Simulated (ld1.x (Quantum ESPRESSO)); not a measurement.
Varying the TM potential for cobalt

Base potential:

ld1.x (Quantum ESPRESSO) 7.5 input, shortened:

```
&input
   title='Co', zed=27., rel=1, dft='PW91', iswitch=3,
   config='[Ar] 3d7 4s2 4p0'
 /
 &inputp
   pseudotype=2, tm=.true., lloc=-1, rcloc=1.10,
   nlcc=.true., new_core_ps=.true., rcore=0.70
 /
3
3S  1  0   2.00   0.00  0.75  0.75  0.0
3P  2  1   6.00   0.00  1.10  1.10  0.0
3D  3  2   7.00   0.00  0.75  0.75  0.0
 &test
   configts(1)='3s2 3p6 3d7 4s2 4p0'
 /
```

Occupied shells without a wave of their own: 4s. They enter only through the test configuration that unscreens the potential, and ld1.x also counts them in the model core charge.

All-electron outer shells of the reference configuration (PW91, scalar-relativistic, ld1.x):

```
shell  level (eV)  outermost node (bohr)  outermost maximum (bohr)
   2s     -899.21                   0.08                      0.21
   2p     -770.32                      –                      0.17
   3s     -102.40                   0.31                      0.66
   3p      -65.69                   0.28                      0.68
   3d       -8.28                      –                      0.66
   4s       -5.53                   0.96                      2.32
   4p       -1.33                   1.05                      3.25
```

Cutoffs, loose and tight: the cutoffs (Ry, on a coarse ladder) from which the occupation-weighted sum of valence levels, in a spherical-Bessel basis at the reference potential, stays within 10 and 1 mRy of its value at 400 Ry. They do not see the model core or the augmentation charge, which bear on the density cutoff. Test errors are all-electron minus pseudo excitation energies from the reference, over the configurations 3s2 3p6 3d7 4s1 4p0; 3s2 3p6 3d7 4s0 4p0; 3s2 3p6 3d6 4s0 4p0; 3s2 3p6 3d7.5 4s1.5 4p0; 3s2 3p6 3d5 4s0 4p0; 3s2 3p6 3d7 4s0 4p1; 3s2 3p6 3d8 4s0 4p0. A dash means not determined; rows that change the core or the reference have their own tests.

With those shells counted twice in exchange and correlation these files are broken, and their errors move erratically; no question is asked of them.

A true bound ghost makes a file unfit for plane-wave use even where its test errors are small: the radial tests pick states by their node count and pass the ghost by. Where a test does run into it, the solver fails or the error is huge.

```tsv
change	outcome	cutoff, loose	cutoff, tight	bound ghosts	largest test error (meV)
base	generated	300 Ry	over 300 Ry	none	-778
local potential the s channel	generated	300 Ry	over 300 Ry	none	-1553
wave 3s (bound): rc 0.75 bohr becomes 3s (bound): rc 1.06 bohr	generated	300 Ry	over 300 Ry	none	-1362
wave 3d (bound): rc 0.75 bohr becomes 3d (bound): rc 0.72 bohr	generated	over 300 Ry	over 300 Ry	none	-777
wave 3p (bound): rc 1.10 bohr becomes 3p (bound): rc 1.08 bohr	generated	300 Ry	over 300 Ry	none	-779
core [Ar], valence charge 9; reference 3d7.5 4s1.5 4p0; waves now 4s (bound): rc 2.45 bohr; 4p (bound): rc 2.65 bohr; 3d (bound): rc 1.05 bohr; local potential all-electron potential smoothed inside 1.50 bohr (lloc = -1); core correction none	generated	180 Ry	300 Ry	s	-850 over the solved tests; 3 of 7 tests not solved or not reliable
non-relativistic	generated	300 Ry	over 300 Ry	none	-856
type ultrasoft; waves now 3s (bound): rc 0.75 bohr; 4s (bound): rc 0.75 bohr; 3p (bound): rc 1.10 bohr; 4p (bound): rc 1.10 bohr; 3d (bound): rcut 0.65, rcutus 0.75 bohr; 3d channel at 0.3 Ry: rcut 0.65, rcutus 0.75 bohr; local potential all-electron potential smoothed inside 0.75 bohr (lloc = -1); augmentation PSQ, inside the norm-conserving radii	failed: find_q: problem finding q	–	–	–	–
all radii but the core radius scaled by about 1.38 (s 1.04, p 1.52, d 1.04 bohr); local potential all-electron potential smoothed inside 1.52 bohr (lloc = -1)	generated, misses its reference levels by 0.54 eV	200 Ry	300 Ry	none	-5396
core correction Bessel-smoothed model core inside 0.68 bohr	generated	300 Ry	over 300 Ry	none	-779
reference 3s2 3p6 3d7 4s0 4p0	generated	300 Ry	over 300 Ry	none	-289
functional PBE	generated	300 Ry	over 300 Ry	none	-706
```
